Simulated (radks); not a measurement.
Valence configurations of Eu (all share [Xe]). Method: Dirac Kohn-Sham, PBE, spin-unpolarised, spherical densities, point nucleus; open shells fill j = l - 1/2 first; computed with a radial shooting solver on a logarithmic mesh with Libxc functionals. Energies are relative to 4f7 6s2; eigenvalues in eV.

valence,E (eV),e(4f5/2),e(4f7/2),e(5d3/2),e(6p1/2),e(6s1/2)
4f7 6s2,0.000,-2.874,-2.262,-,-,-3.619
4f6.5 5d0.5 6s2,0.810,-5.531,-4.891,-2.205,-,-3.852
4f7 5d0.5 6s1.5,1.012,-2.282,-1.671,-1.329,-,-3.410
4f7 5d1 6s1,2.075,-1.844,-1.234,-1.101,-,-3.263
4f6 5d1 6s2,2.729,-8.434,-,-2.739,-,-4.034
4f6 6s2 6p1,4.573,-11.557,-,-,-2.328,-5.264
4f7 6p2,4.794,-5.108,-4.494,-,-2.306,-
4f5.5 5d1 6s1.5 6p1,8.689,-13.706,-,-4.776,-2.204,-5.115
4f5 5d1 6s2 6p1,13.986,-18.243,-,-6.056,-2.423,-5.586

NIST lists [Xe] 4f7 6s2 as the ground configuration; this level of theory agrees among the configurations tried. The energies are those of spherical spin-averaged densities, not of single terms. No valid solution was reached for [Xe] 4f8 6s1.
